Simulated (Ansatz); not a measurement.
Reaction (ligand exchange at the Si–N bond): `[SiH3]N([SiH3])[Si]Br` + HCl → `Cl[Si]Br` + `[SiH3]N[SiH3]`

Gas-phase electronic energies from Ansatz, PBE0-D4/def2-TZVP geometries. CCSD(T)/CBS adds triple-zeta CCSD(T) − MP2 to the extrapolated MP2 energy (def2 sets, frozen cores). This one scheme is used for every species. DFT in def2-TZVPP. For Br outer-core shells are correlated without core-valence functions, which leaves a few kJ/mol of doubt a bond. Scalar relativity is left out up to krypton. Each species was taken in one conformer, which may not be the lowest.

`[SiH3]N([SiH3])[Si]Br`:

Cartesian coordinates in Å:
```
Si 1.624 -0.569 0.000
N -0.017 -0.145 -0.462
Si -1.007 0.610 0.786
Si -0.481 -0.510 -2.079
Br -2.642 0.244 -2.083
H 2.375 0.643 0.410
H 1.610 -1.537 1.124
H 2.266 -1.184 -1.191
H -1.415 1.978 0.395
H -0.127 0.694 1.985
H -2.185 -0.224 1.115
```

HCl:

```xyz
2

Cl   -0.162    0.525    0.326
H     0.162   -0.525   -0.326
```

`Cl[Si]Br`:

Cartesian coordinates in Å:
```
Cl 0.748 -0.718 1.349
Si 0.467 -0.389 -0.681
Br -1.216 1.107 -0.668
```

`[SiH3]N[SiH3]`:

```xyz
10

Si    0.969    1.158   -0.397
N    -0.522    0.349   -0.079
Si   -0.787   -1.282    0.418
H     2.038    0.129   -0.409
H     1.295    2.182    0.634
H     0.925    1.856   -1.711
H    -1.351    0.925   -0.139
H     0.509   -1.996    0.302
H    -1.806   -1.942   -0.443
H    -1.270   -1.380    1.824
```

```csv
level,ΔE (eV)
PBE-QIDH,-0.14
MP2/CBS(def2),-0.08
```

(1) What does CCSD(T)/CBS give? (Estimate.)

Largest T1 diagnostic among the species: 0.012.

Results:

(1) The calculation gave: -0.10 eV. The listed levels differ from it by -0.04, 0.02 eV.

At CCSD(T), def2-SVP lies +0.06 eV from the extrapolated value and def2-TZVPP +0.04 eV. The D4 term adds +0.18 eV with B3LYP and +0.10 eV with PBE0; it sums over pairs of atoms, weighted by their polarisabilities, and B3LYP, whose exchange is more repulsive, gets the larger term. Leaving LDA and LC-ωPBE aside and taking each functional with its dispersion term where it has one, the values, not all of them listed here, spread over 0.09 eV, from B97M-V to PBE-QIDH. LDA lies +0.18 eV from PBE without D4.

B3LYP here is the variant with VWN-RPA as its local correlation; programs differ in this.
